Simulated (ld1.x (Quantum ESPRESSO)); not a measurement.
**Cs: excitation energies, all-electron against TM**

Cs (Z = 55), norm-conserving Troullier–Martins (Kleinman–Bylander form), made with ld1.x (Quantum ESPRESSO) 7.5 (LDA (PZ), scalar-relativistic). Core [Kr] 4d10, reference 5s2 5p6 5d0 6s0 6p0 (charge +1). Waves: 5s (bound): rc 1.85 bohr; 5p (bound): rc 2.10 bohr; 5d (bound, empty): rc 4.20 bohr. Local part: all-electron potential smoothed inside 1.90 bohr (lloc = -2). Core correction: none.

Energies are relative to the spin-unpolarised reference configuration 5s2 5p6 5d0 6s0 6p0; without spin polarisation the order of configurations can differ from experiment. Spin-polarised rows fill each open shell by Hund’s rule, majority spin first. Not all tests gave a result: 1 of 9 tests not solved or not reliable. Left out of the table: 5s2 5p6 5d0 6s0 6p1 (solver errors, printed error -2.1 eV).

(1) Give the all-electron excitation energy and the error of the potential for: 5s2 5p6 5d0 6s1 6p0; 5s2 5p6 5d0 6s0.5 6p0; 5s2 5p6 5d1 6s0 6p0; 5s1 5p6 5d0 6s1 6p0; 5s2 5p5 5d0 6s1 6p0; 5s2 5p6 5d0.5 6s0.5 6p0; 5s2 5p6 5d0 6s1 6p0 (spin-polarised); 5s2 5p6 5d0 6s0.5 6p0 (spin-polarised).

A Bessel basis up to 400 Ry misses an occupied level by 0.02 Ry, so cutoffs and ghosts were not judged.

Results:

(1)

```tsv
valence configuration	charge	ΔE all-electron (eV)	error AE − PS (meV)
5s2 5p6 5d0 6s1 6p0	0	-3.999	+20
5s2 5p6 5d0 6s0.5 6p0	+0.5	-2.445	+13
5s2 5p6 5d1 6s0 6p0	0	-2.278	-0.5
5s1 5p6 5d0 6s1 6p0	+1	27.885	+76
5s2 5p5 5d0 6s1 6p0	+1	13.992	+58
5s2 5p6 5d0.5 6s0.5 6p0	0	-3.132	+9.4
5s2 5p6 5d0 6s1 6p0 (spin-polarised)	0	-4.107	+20
5s2 5p6 5d0 6s0.5 6p0 (spin-polarised)	+0.5	-2.481	+13
```
